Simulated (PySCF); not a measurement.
Molfile (atoms numbered from 1):
```
CH8B3NO
     RDKit          3D

 14 13  0  0  0  0  0  0  0  0999 V2000
   -2.0476    0.7349   -0.3110 B   0  0  0  0  0  0  0  0  0  0  0  0
   -1.0442    0.3544    0.5699 N   0  0  0  0  0  0  0  0  0  0  0  0
   -0.5017   -0.9702    0.7746 C   0  0  0  0  0  0  0  0  0  0  0  0
    0.9980   -1.1768    0.3273 B   0  0  0  0  0  0  0  0  0  0  0  0
    1.6469   -0.1869   -0.2897 O   0  0  0  0  0  0  0  0  0  0  0  0
    2.0598    0.8964   -0.9527 B   0  0  0  0  0  0  0  0  0  0  0  0
   -2.3512    1.9037   -0.3793 H   0  0  0  0  0  0  0  0  0  0  0  0
   -2.5896   -0.1135   -0.9842 H   0  0  0  0  0  0  0  0  0  0  0  0
   -0.5853    1.0731    1.1198 H   0  0  0  0  0  0  0  0  0  0  0  0
   -0.6105   -1.2979    1.8271 H   0  0  0  0  0  0  0  0  0  0  0  0
   -1.1044   -1.6958    0.1984 H   0  0  0  0  0  0  0  0  0  0  0  0
    1.5837   -2.2183    0.5235 H   0  0  0  0  0  0  0  0  0  0  0  0
    2.5978    1.7829   -0.3282 H   0  0  0  0  0  0  0  0  0  0  0  0
    1.9007    0.9420   -2.1506 H   0  0  0  0  0  0  0  0  0  0  0  0
  1  2  1  0
  2  3  1  0
  3  4  1  0
  4  5  1  0
  5  6  1  0
  1  7  1  0
  1  8  1  0
  2  9  1  0
  3 10  1  0
  3 11  1  0
  4 12  1  0
  6 13  1  0
  6 14  1  0
M  END
```

Geometry: PBE0-D3(BJ)/def2-SVP; GIAO shifts from PySCF 2.14.0 with density-fitted response routines, gas phase, non-relativistic, averaged over equivalent atoms.

At KT2/pcSseg-1 (142 basis functions, 18 s wall time on 1 thread of an Arm Neoverse V2, shared host):
```json
{"atoms": "B4", "δ (ppm)": "39.7"}
{"atoms": "B6", "δ (ppm)": "38.9"}
{"atoms": "B1", "δ (ppm)": "33.1"}
{"atoms": "N2", "δ (ppm)": "136.4"}
{"atoms": "C3", "δ (ppm)": "48.8"}
{"atoms": "O5", "δ (ppm)": "330.8"}
{"atoms": "H12", "δ (ppm)": "5.43"}
{"atoms": "H13/H14", "δ (ppm)": "5.41"}
{"atoms": "H7/H8", "δ (ppm)": "4.54"}
{"atoms": "H9", "δ (ppm)": "4.42"}
{"atoms": "H10/H11", "δ (ppm)": "3.28"}
```

Chemical shifts δ = σref − σ; BF3·OEt2 for ¹¹B (99.90 ppm); ¹⁵N (264.30 ppm) against NH3; ¹³C (183.22 ppm), ¹H (31.18 ppm) vs TMS; H2O for ¹⁷O (330.66 ppm), all at this level.

What do these become at PBE0/def2-TZVP?

## Answers


| atoms | δ at PBE0/def2-TZVP | change |
| --- | --- | --- |
| B4 | 43.3 | +3.6 |
| B6 | 41.8 | +2.9 |
| B1 | 36.5 | +3.4 |
| N2 | 133.3 | -3.1 |
| C3 | 47.0 | -1.8 |
| O5 | 320.7 | -10.1 |
| H12 | 5.65 | +0.22 |
| H13/H14 | 5.61 | +0.20 |
| H7/H8 | 4.79 | +0.25 |
| H9 | 4.07 | -0.35 |
| H10/H11 | 3.20 | -0.08 |

δ = σ(ref) − σ, references computed at the same level: ¹¹B (σref 102.62) vs BF3·OEt2; NH3 for ¹⁵N (σref 265.93); ¹³C (σref 186.65), ¹H (σref 31.48) vs TMS; ¹⁷O (σref 332.57) against H2O.

The largest change is at O5 (oxygen bonded to 2 B). Cost: 234 basis functions, 25 s wall time on 1 thread of an Arm Neoverse V1, shared host.

A carbon bonded to boron is broadened by the quadrupolar boron nucleus and is often missing from a measured spectrum. Unscaled 17O shifts of doubly bonded oxygen tend to come out too high, by tens of ppm or more. Experimental scales use liquid or dissolved standards, which lie at an offset from isolated NH3 (liquid NH3: subtract about 20 ppm) and H2O (liquid H2O: subtract about 36 ppm).
